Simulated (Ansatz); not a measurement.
Mo3O9⁻ (the lowest doublet isomer of a short search), 12 atoms. Hardware: 4 threads of Arm Neoverse V2 on a shared host.

In the def2 sets Mo takes a core potential; there is no spin–orbit coupling. Correlated methods freeze 9 core orbitals; core or outer-core shells of Mo are correlated, in sets that lack core-valence functions.

(1) How many basis functions does each of these Ansatz runs have, and roughly what does it cost? r2SCANh-D4/def2-SVP, charge -1 quartet, energy, from earlier orbitals; PBE0-D4/def2-SVP, charge -1 doublet, energy and forces, from earlier orbitals; HF/def2-SVP, charge -1 quartet, energy, from earlier orbitals; PBE-D4/def2-SVP, charge -1 quartet, energy, from earlier orbitals; r2SCAN-D4/def2-SVP, charge 0 triplet at the geometry of the charge -1 doublet, energy, from earlier orbitals; r2SCAN-D4/def2-SVP, charge -1 doublet, energy, from earlier orbitals; MP2/def2-SVPD, charge -1 quartet, energy, from earlier orbitals; PBE-D4/def2-TZVPD, charge 0 singlet at the geometry of the charge -1 doublet, energy, from earlier orbitals; PBE0-D4/def2-SVP, charge -1 quartet, energy, from earlier orbitals; HF/STO-3G, charge -1 doublet, energy; PBE-D4/def2-SVP, charge -1 doublet, energy, from earlier orbitals; PBE-D4/def2-SVPD, charge -1 doublet, energy, from earlier orbitals.

## Answers

(1) Other jobs shared the machine, so times can vary by a factor of up to 3. A dash marks memory too small to be measured apart from the calling script's.

| run | functions | fitting or Cholesky vectors | wall time | peak host memory (GiB) |
| --- | --- | --- | --- | --- |
| PBE-D4/def2-SVP, charge -1 doublet, energy, from earlier orbitals | 219 | 2196 | 12 s | – |
| PBE-D4/def2-SVP, charge -1 quartet, energy, from earlier orbitals | 219 | 2196 | 13 s | – |
| PBE-D4/def2-TZVPD, charge 0 singlet at the geometry of the charge -1 doublet, energy, from earlier orbitals | 480 | 2580 | 16 s | 1.4 |
| PBE0-D4/def2-SVP, charge -1 quartet, energy, from earlier orbitals | 219 | 2131 | 20 s | 1.1 |
| PBE0-D4/def2-SVP, charge -1 doublet, energy and forces, from earlier orbitals | 219 | 2132 | 21 s | 1.1 |
| HF/STO-3G, charge -1 doublet, energy | 126 | 1697 | 23 s | 1.4 |
| PBE-D4/def2-SVPD, charge -1 doublet, energy, from earlier orbitals | 309 | 2583 | 23 s | 0.83 |
| r2SCAN-D4/def2-SVP, charge -1 doublet, energy, from earlier orbitals | 219 | 2196 | 28 s | 0.67 |
| r2SCANh-D4/def2-SVP, charge -1 quartet, energy, from earlier orbitals | 219 | 2131 | 31 s | 1.3 |
| r2SCAN-D4/def2-SVP, charge 0 triplet at the geometry of the charge -1 doublet, energy, from earlier orbitals | 219 | 2196 | 39 s | 0.68 |
| HF/def2-SVP, charge -1 quartet, energy, from earlier orbitals | 219 | 2131 | 43 s | 1.5 |
| MP2/def2-SVPD, charge -1 quartet, energy, from earlier orbitals | 309 | 2974 | 1.9 min | 2.6 |
